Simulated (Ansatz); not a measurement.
Consider the cleavage of the Si–Si bond: `[SiH3][SiH2]BCl` + `C=C(S)Cl` → `C=C(Cl)S[SiH3]` + `[SiH3]BCl`.

Isolated molecules relaxed with PBE0-D4/def2-TZVP in Ansatz; ΔE leaves out vibrations. CCSD(T)/CBS is the MP2 limit (def2-TZVPP, def2-QZVPP) plus CCSD(T) − MP2 in def2-TZVPP, frozen cores. This one scheme is used for every species. Functionals use def2-TZVPP. B3LYP here is the variant with VWN-RPA as its local correlation; programs differ in this. Each species was taken in one conformer, which may not be the lowest.

```
          species  B3LYP-D4 energy (Eh)
`[SiH3][SiH2]BCl`           -1067.77310
       `C=C(S)Cl`            -936.48113
 `C=C(Cl)S[SiH3]`           -1227.23303
      `[SiH3]BCl`            -777.03786
```

(1) Work out ΔE.

Largest T1 diagnostic among the species: 0.014.

## Answers

(1) ΔE = (-1227.23303) + (-777.03786) − (-1067.77310) − (-936.48113) = -0.01666 Eh = -43.7 kJ/mol. CCSD(T)/CBS gives -45.8 kJ/mol.

From PBE to PBE0 (25 % exact exchange), in def2-TZVPP and without D4, ΔE moves by −3.9 kJ/mol. The D4 term adds −3.5 kJ/mol with B3LYP and −1.7 kJ/mol with PBE0; it sums over pairs of atoms, weighted by their polarisabilities, and B3LYP, whose exchange is more repulsive, gets the larger term.
